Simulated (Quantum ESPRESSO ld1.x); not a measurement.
Mo, configuration [Kr] 4d5 5s1. Calculated with ld1.x of Quantum ESPRESSO 7.5: Dirac Kohn-Sham, PW91, spin-unpolarised, spherical densities, point nucleus; open shells are shared between the two j in proportion to 2j + 1.

Spin-orbit splittings of the eigenvalues, e(l+1/2) - e(l-1/2), with zeta = 2 splitting/(2l+1) and mean radii in bohr:

| shell | occ. | splitting (eV) | zeta (eV) | <r> j=l-1/2 | <r> j=l+1/2 |
|---|---|---|---|---|---|
| 2p | 6 | 106.6 | 71.08 | 0.1307 | 0.1353 |
| 3p | 6 | 17.55 | 11.70 | 0.4233 | 0.4339 |
| 3d | 10 | 3.323 | 1.329 | 0.4132 | 0.4167 |
| 4p | 6 | 2.492 | 1.662 | 1.216 | 1.248 |
| 4d | 5 | 0.2043 | 0.08173 | 1.980 | 2.012 |
| 5p | 0 | 0.09216 | 0.06144 | 5.288 | 5.463 |
